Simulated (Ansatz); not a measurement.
C2H6N2, SMILES `[H]/N=C\NC` (C–N–C–N torsion 6°) (charge 0, multiplicity 1).

Cartesian coordinates (Å):
```xyz
10

C     -0.7713     0.0877    -0.8933
N     -0.4508     0.3071     0.4989
C      0.7572    -0.0397     1.0379
N      1.7989    -0.4784     0.4510
H     -0.7066    -0.9704    -1.1705
H     -1.7849     0.4343    -1.0840
H     -0.0943     0.6512    -1.5404
H     -1.2062     0.4848     1.1365
H      0.7957     0.1143     2.1169
H      1.6624    -0.5910    -0.5529
```
Charge 0, multiplicity 1.

Frozen-core energies in 6-31g from Ansatz (a program for electronic structure) at a geometry from B3LYP-D3(BJ)/def2-TZVP; the HF reference has <S^2> = 0.00 and the T1 diagnostic is 0.013.

```tsv
level	energy (Ha)
HF	-188.01556
MP2	-188.41320
CCSD	-188.44682
CCSD(T)	-188.45859
```

Estimate the energies of CCSDT and CCSDT(Q), and give each level's difference from CCSDT(Q).


```csv
level,energy (Ha),difference from CCSDT(Q) (mHa)
MP2,-188.41320,47.21
CCSD,-188.44682,13.59
CCSD(T),-188.45859,1.82
CCSDT,-188.45917,1.24
CCSDT(Q),-188.46041,0.00
```
